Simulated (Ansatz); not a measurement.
Basis sets compared for YCu₄⁺. Total charge 1; singlet. Geometry r2SCAN-D4/def2-SVP. Ansatz on 4 threads of Arm Neoverse V2 on a shared host; times are rough, and most runs start from earlier orbitals.

```xyz
5

Y     0.064   -1.183    0.161
Cu   -2.512   -0.818   -0.484
Cu    2.575   -0.386    0.659
Cu   -1.178    1.099   -0.418
Cu    1.050    1.288    0.083
```

In the def2 sets Y takes a core potential; there is no spin–orbit coupling. The restricted singlet is unstable towards broken spin symmetry in Hartree–Fock (as tested in another run); at PBE-D4/def2-SVP, PBE-D4/def2-TZVP, PBE0-D4/def2-SVP, PBE0-D4/def2-TZVP this wasn't settled. No other spin state of charge 1 was run. Another isomer (singlet) lies 0.06 eV lower at PBE-D4/def2-SVP; other spin states weren't run for this one.

| level | functions | energy (Eh) | HOMO (eV) | LUMO (eV) | wall time |
| --- | --- | --- | --- | --- | --- |
| PBE-D4/def2-SVP | 155 | -6598.3370 | -8.36 | -7.07 | 3.2 s |
| PBE0-D4/def2-SVP | 155 | -6598.2992 | -8.83 | -6.22 | 5.5 s |

(1) Estimate the rows for PBE-D4/def2-TZVP (with forces), PBE0-D4/def2-TZVP.

Answers

(1) 
```csv
level,functions,energy (Eh),HOMO (eV),LUMO (eV),wall time
PBE-D4/def2-TZVP (with forces),220,-6599.3457,-8.64,-7.29,5.5 s
PBE0-D4/def2-TZVP,220,-6599.2746,-9.09,-6.40,11 s
```
